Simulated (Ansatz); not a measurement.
BEt2Ph (C₁₀H₁₅B), relaxed as a singlet with RKS PBE-D4/def2-SVP in Ansatz, starting from the GFN2-xTB geometry. Force threshold 0.03 eV/Å.

Start:

```xyz
26

B     0.1148    0.1721   -1.0647
C     0.5396   -1.0134   -2.0250
C     1.3884   -2.1238   -1.3997
H     1.0503   -0.6397   -2.9170
H    -0.3918   -1.4610   -2.3929
H     1.5887   -2.9144   -2.1212
H     2.3415   -1.7236   -1.0599
H     0.8833   -2.5604   -0.5416
C    -0.1386    1.6107   -1.6772
C    -1.1959    2.4667   -0.9737
H    -0.3772    1.5613   -2.7429
H     0.8205    2.1395   -1.6180
H    -1.2501    3.4603   -1.4155
H    -2.1757    2.0018   -1.0617
H    -0.9675    2.5712    0.0843
C    -0.0431   -0.0682    0.4697
C    -0.8888   -1.0612    0.9705
C    -1.0325   -1.2717    2.3294
C    -0.3148   -0.5043    3.2311
C     0.5363    0.4812    2.7607
C     0.6596    0.7004    1.4010
H    -1.4575   -1.6663    0.2778
H    -1.7013   -2.0416    2.6879
H    -0.4187   -0.6727    4.2933
H     1.1010    1.0850    3.4573
H     1.3296    1.4722    1.0479
```

Q: Estimate the energy that the relaxation releases and the steps that it takes.

A: 0.22 eV, in 8 steps; 27 s on 4 threads of Arm Neoverse V1 on a shared host. No frequencies were taken in this run, so the end may be a saddle point.

Q: Does the start keep its bonding?

A: By distances, no bond broke or formed. The bond that changes most is C2–H5, from 1.10 to 1.12 Å (atoms count from 1).

Q: Predict the relaxed structure.

A: 
```xyz
26

B     0.115    0.164   -1.045
C     0.459   -1.037   -2.017
C     1.354   -2.177   -1.515
H     0.826   -0.647   -2.992
H    -0.561   -1.437   -2.265
H     1.443   -2.999   -2.255
H     2.381   -1.812   -1.305
H     0.976   -2.617   -0.570
C    -0.067    1.616   -1.651
C    -1.113    2.554   -1.032
H    -0.191    1.561   -2.755
H     0.957    2.058   -1.522
H    -1.082    3.570   -1.478
H    -2.139    2.160   -1.185
H    -0.976    2.664    0.062
C    -0.045   -0.076    0.500
C    -0.765   -1.188    1.005
C    -0.927   -1.394    2.382
C    -0.337   -0.509    3.299
C     0.397    0.592    2.827
C     0.522    0.811    1.448
H    -1.226   -1.901    0.301
H    -1.505   -2.258    2.745
H    -0.450   -0.676    4.381
H     0.863    1.289    3.540
H     1.091    1.688    1.097
```
Bond lengths: 8 × C–C 1.40 to 1.53 Å; 3 × B–C 1.57 to 1.58 Å; 15 × C–H 1.10 to 1.12 Å.
